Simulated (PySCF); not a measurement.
## ZnC: from constants to spectrum

ROHF-CCSD(T) constants of ZnC, triplet, unpaired electrons π ↑↑ (Zn def2-SVP, C def2-SVP; no relativity (PySCF 2.14); masses 63.9291 and 12.0000 u):

```
ωe           : 474.6 cm⁻¹
ωexe         : 6.13 cm⁻¹
Be           : 0.41233 cm⁻¹
αe           : 0.00566 cm⁻¹
De to Zn + C : 0.90 eV
```

Q: What force constant and bond length do these constants imply?

A: Reduced mass μred = 10.103 u; k = 5.8918×10⁻⁷·μred·ωe² (u, cm⁻¹, mdyn/Å) = 1.34 mdyn/Å; Re = √(16.8576/(μred·Be)) (u, cm⁻¹, Å) = 2.012 Å.

Q: Estimate the centrifugal constant D from the Kratzer relation and find the Dunham coefficient a1.

A: D = 4Be³/ωe² = 1.24e-06 cm⁻¹; a1 = −1 − αeωe/(6Be²) = -3.63.

Correlated steps freeze 6 core orbitals. Correlated levels converge slowly with the basis: in double zeta they bind strong bonds too weakly, by up to about 1 eV, and carry superposition errors of some tenths. The CCSD T1 diagnostic is raised, a sign that a single reference may not be enough here. The state was picked by a PBE0 search and need not be the measured ground state.
